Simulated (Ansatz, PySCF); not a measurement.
Reaction (SMILES): Cl[SiH](Cl)Cl [trichlorosilane] -> Cl[SiH]Cl + Cl atom (the Cl-Si bond at the site shown breaks; other sites are not compared here)
Each molecule is optimised on its own at B3LYP-D3(BJ)/def2-TZVP (Ansatz, a first-principles code).

Property: bond dissociation energy (enthalpy at 298 K, with B3LYP-D3(BJ) rigid-rotor harmonic-oscillator terms from PySCF), in kcal/mol. Correlated levels leave the core frozen unless marked. UHF or UKS for open shells. Spin-orbit coupling is left out. Non-relativistic. CBS marks a two-point X^-3 extrapolation of the correlation energy; Hartree-Fock from the larger set. [CCSD(T)-MP2]/basis is that difference in the basis named.

| level | program | bond dissociation energy (kcal/mol) |
|---|---|---|
| PBE0/def2-QZVPP | Ansatz | 107.2 |
| M06-2X/def2-TZVPD | PySCF | 109.1 |
| wB97X-V/def2-TZVPD | Ansatz | 111.2 |
| B2GP-PLYP-D3(BJ)/def2-TZVPD | Ansatz + dftd3 | 109.3 |
| RPA@PBE/cc-pV(T+d)Z | Ansatz | 98.2 |
| SCS-MP2/cc-pV(T+d)Z | Ansatz | 110.3 |
| RI-MP2/CBS(aug-cc-pV(T+d)Z,aug-cc-pV(Q+d)Z)+[CCSD(T)-MP2]/aug-cc-pV(T+d)Z | Ansatz | 112.6 |
